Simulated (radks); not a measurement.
Pd+, 45 electrons, occupied as [Kr] 4d8 5s1 (not the ground configuration). Calculated with a radial shooting solver on a logarithmic mesh with Libxc functionals: scalar-relativistic Kohn-Sham, LDA (Slater exchange, Perdew-Wang correlation), spin-unpolarised, spherical densities, finite nucleus; Fermi nuclear charge, rms radius 4.5318 fm. Some entries of the table are withheld. Estimate them.

orbital  occ.  eigenvalue (eV)  <r^2> (bohr^2)
1s          2              (1)             (2)
2s          2        -3540.678         0.02261
2p          6        -3178.304         0.01779
3s          2        -650.9334          0.1652
3p          6        -531.8090          0.1671
3d         10        -341.9704          0.1529
4s          2        -100.9919           1.005
4p          6         -66.6731             (3)
4d          8              (4)           2.389
5s          1         -12.8216           8.593

Answer. 
(1) 1s eigenvalue (eV): -24150.42
(2) 1s <r^2> (bohr^2): 0.001374
(3) 4p <r^2> (bohr^2): 1.224
(4) 4d eigenvalue (eV): -18.1968
